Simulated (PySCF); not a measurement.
PySCF input file for Ga(F)(SiH3)2 (FGaH6Si2), SMILES [Ga]([F])([SiH3])[SiH3], PBE/pcSseg-1. Geometry optimised at PBE0-D3(BJ)/def2-SVP.

```python
import numpy as np
from pyscf import gto, scf, dft
from pyscf.prop.nmr import rks as nmr

mol = gto.M(
    atom='''
    Ga   -0.18833964   -0.12114458    0.02101464
    F    -1.67608086   -1.06814440    0.17671330
    Si   -0.50820807    1.87427838   -1.30315496
    H     0.79254741    2.35785629   -1.86215362
    H    -1.06689273    2.95256952   -0.42697174
    H    -1.46189550    1.62817943   -2.42699603
    Si    1.67886541   -1.12670525    1.17821027
    H     2.63684120   -0.07643348    1.64526998
    H     2.40783882   -2.02553946    0.22742757
    H     1.22561492   -1.93387473    2.35077565
    ''',
    basis='pcSseg-1',
    charge=0,
    spin=0,
    max_memory=1600,
    verbose=3,
)
mf = dft.RKS(mol, xc='pbe')
mf.grids.level = 3
mf.conv_tol = 1e-10
mf.max_cycle = 100
mf.kernel()
n = nmr.NMR(mf)
n.verbose = 2
n.max_cycle_cphf = 60
sigma = n.kernel()
print('atom   isotropic/ppm   span/ppm')
for i, s in enumerate(sigma):
    w = np.linalg.eigvalsh((s + s.T) / 2)
    print(f'{mol.atom_symbol(i):2s}{i + 1:3d} {w.mean():14.3f} {w[2] - w[0]:11.3f}')
```

Log of the run:

```
converged SCF energy = -2606.41554506445
atom   isotropic/ppm   span/ppm
Ga  1       1053.620     959.033
F   2        153.418     547.187
Si  3        454.245      23.302
H   4         27.770       8.223
H   5         27.713       7.922
H   6         27.695       8.766
Si  7        453.562      26.012
H   8         27.751       8.157
H   9         27.708       7.826
H  10         27.688       8.859
```

The run converged.

Cost: roughly 40 core-seconds.
